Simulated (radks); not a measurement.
Values are calculated unless marked as measured or tabulated.
All-electron atom: V4+ in [Ar] 4s1 (not the ground configuration).

Level of theory: Dirac Kohn-Sham, revPBE, spin-unpolarised, spherical densities, finite nucleus; Fermi nuclear charge, rms radius 3.6002 fm (a radial shooting solver on a logarithmic mesh with Libxc functionals).

Energy parts (hartree):
total: -944.92517
kinetic: 955.28956
electron-nucleus: -2205.81144
Hartree: 348.94221
exchange-correlation: -43.34550

Orbitals (lengths in bohr, moments of r in powers of bohr):
orbital  occ.  eigenvalue (hartree)      <r>   <1/r>
1s1/2       2             -199.5438  0.06644   22.84
2s1/2       2             -24.65923   0.3078   4.815
2p1/2       2             -21.16410   0.2721   4.748
2p3/2       4             -20.90366   0.2749   4.682
3s1/2       2              -4.84059   0.9088   1.554
3p1/2       2              -3.86347   0.9440   1.452
3p3/2       4              -3.82841   0.9504   1.438
3d3/2       0              -2.31000    1.024   1.216
3d5/2       0              -2.30596    1.026   1.214
4s1/2       1              -1.54174    2.246  0.6016
4p1/2       0              -1.28392    2.466  0.5447
4p3/2       0              -1.27767    2.478  0.5415
5s1/2       0              -0.74910    4.253  0.3219
4f5/2       0              -0.63969    3.480  0.3303
4f7/2       0              -0.63966    3.480  0.3302

The highest occupied level is 4s1/2 at -41.953 eV. The configuration is held as typed, so some empty levels lie below it. Summed over all electrons, <r^2> = 14.62 bohr^2, which gives a Langevin (diamagnetic) susceptibility term of -11.6 x 10^-6 cm^3/mol.
